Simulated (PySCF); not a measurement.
Relaxation of singlet BiO₃⁻

Computed with PBE0 in PySCF with Bi def2-SVPD with ECP60, O def2-SVPD; scalar-relativistic core potentials, no spin–orbit coupling; density-fitted integrals. A (50,194) grid was used.

A hand-made trigonal pyramidal start, of C3v symmetry, held to at least that symmetry:

```xyz
4
charge -1 multiplicity 1, angstrom
Bi    0.0000    0.0000   -0.1736
O     1.7482    0.0000    0.7560
O    -0.8741    1.5140    0.7560
O    -0.8741   -1.5140    0.7560
```

Task: What does it relax to?

Result: It ends at D3h with Bi–O 1.972 Å (×3); O–Bi–O 120.0° (×3). A frequency run shows a minimum.

Task: How much energy is released, and in how many steps?

Result: 157.1 kJ/mol in 7 steps.

Spin–orbit coupling, left out here, can matter for elements this heavy.

The relaxation took roughly 40 core-seconds on a shared host.
